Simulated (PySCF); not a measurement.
**TDDFT excited states: C3H6Cl4Si**

C₃H₆Cl₄Si.
SMILES: `C[C@H](CCl)[Si](Cl)(Cl)Cl`

Method used: TDDFT CAM-B3LYP/def2-SVPD, vertical, gas phase, core orbitals frozen in the response in PySCF. Isolated species at its GFN2-xTB geometry (one conformer only). Torsions of this conformer, `[CH3:1][C@H:2]([CH2:3][Cl:4])[Si:5]([Cl:6])([Cl:7])[Cl:8]`: C1–C2–C3–Cl4 64°, C1–C2–Si5–Cl6 62°.

| state | E (eV) | E (hartree) | f | main configurations (H = HOMO, L = LUMO) |
| --- | --- | --- | --- | --- |
| S1 | 7.21 | 0.2651 | 0.0040 | H-1→L+1 (40%), H→L+1 (37%) |
| S2 | 7.29 | 0.2679 | 0.014 | H-1→L+1 (38%), H→L+1 (37%) |
| S3 | 7.88 | 0.2896 | 0.132 | H→L (52%), H-2→L (24%) |
| S4 | 8.01 | 0.2943 | 0.0016 | H-3→L (71%), H-3→L+3 (11%) |
| S5 | 8.14 | 0.2991 | 0.019 | H-2→L+1 (52%), H-5→L (9%) |
| S6 | 8.22 | 0.3020 | 0.014 | H-1→L (18%), H-4→L (12%), H→L+2 (11%) |
| S7 | 8.29 | 0.3046 | 0.0080 | H-1→L (20%), H-1→L+4 (16%), H-4→L (11%) |
| S8 | 8.37 | 0.3077 | 0.0053 | H→L+4 (19%), H→L+3 (18%), H-5→L (12%) |

Triplets (Tamm–Dancoff): T1 6.57 eV, H→L+1 (42%), H-1→L+1 (26%); T2 6.63 eV, H-1→L+1 (45%), H→L+1 (23%); T3 7.46 eV, H→L (34%), H-2→L (25%), H-2→L+1 (10%).

The lowest singlet lies at 7.21 eV (172 nm, vacuum ultraviolet) and is very weak; its leading configuration is HOMO-1→LUMO+1 (40%). The most intense listed level is S3 at 7.88 eV (157 nm, f = 0.132), 0.67 eV above S1. Löwdin shares by element: HOMO chlorine 57% or more, carbon 20% or more, silicon 5% (atoms not listed hold the other 18%); LUMO chlorine 62% or more, silicon 22% (atoms not listed hold the other 16%). Of the 8 states listed, 4 reach f = 0.01 and none stays under 0.0005. Weighted by f, the mean energy of these states is 7.90 eV. Orbital energies (eV): HOMO-3 -10.88, HOMO-2 -10.60, HOMO-1 -10.08, HOMO -9.97, LUMO 0.46, LUMO+1 0.86, LUMO+2 1.26. No computed singlet lies in the visible range (380 to 750 nm); the lowest, at 172 nm, stands 3.95 eV above its violet end (3.26 eV). The window holds the lowest 8 singlets.

Without π bonds the low states are Rydberg-like; a valence basis with one diffuse set may place them up to an eV too high.
